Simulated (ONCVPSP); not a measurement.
## calcium, ONCV: configuration errors across variants

* Element: Ca
* Generator: ONCVPSP 4.0.1
* Type: optimised norm-conserving Vanderbilt (ONCV)
* Functional: PBE
* Relativity: scalar-relativistic
* Frozen core: [Ne]
* Valence charge: 10
* Reference configuration: 3s2 3p6 4s2
* Partial waves: 3s+4s: rc 1.70 bohr, ncon 3, nbas 6, qcut 9 1/bohr, 2 projectors; 3p: rc 1.85 bohr, ncon 3, nbas 7, qcut 5.8 1/bohr, 1 projector; d scattering state at 0.09 Ha: rc 1.55 bohr, ncon 4, nbas 6, qcut 6.8 1/bohr, local
* Local potential: the d channel
* Core correction: Teter function fitted to the true core (icmod 2), fcfact 0.6

In the d channel the program set the typed energies aside and used 0.050 Ha.

All-electron excitation energies from the reference (eV): (1) 3s2 3p6 4s1 6.309; (2) 3s2 3p6 4s0 18.130; (3) 3s2 3p6 4s1.5 2.504.

1 further variants failed, have other tests or too few solved ones, and are left out.

A true bound ghost makes a file unfit for plane-wave use even where its test errors are small: the radial tests pick states by their node count and pass the ghost by.

Errors AE − PS in meV (a dash: test not solved or not reliable):

| change | (1) | (2) | (3) | bound ghosts | GHOST(+) flags above zero |
| --- | --- | --- | --- | --- | --- |
| base | -0.5 | -2.4 | -0.1 | s | none |
| d: rc 1.7 | – | – | – | s | none |
| p: rc 2.44 | -1.0 | -7.3 | -0.2 | s | none |
| p: ncon 4, nbas 8 | -0.5 | -2.3 | -0.1 | s | none |
| d: qcut 8.2 | -0.3 | -1.4 | -0.1 | s | none |

(1) Give the same row for: p: qcut 5.1.

## Answers

(1) -0.5, -2.9, -0.1; bound ghosts: s; GHOST(+) flags above zero: none.
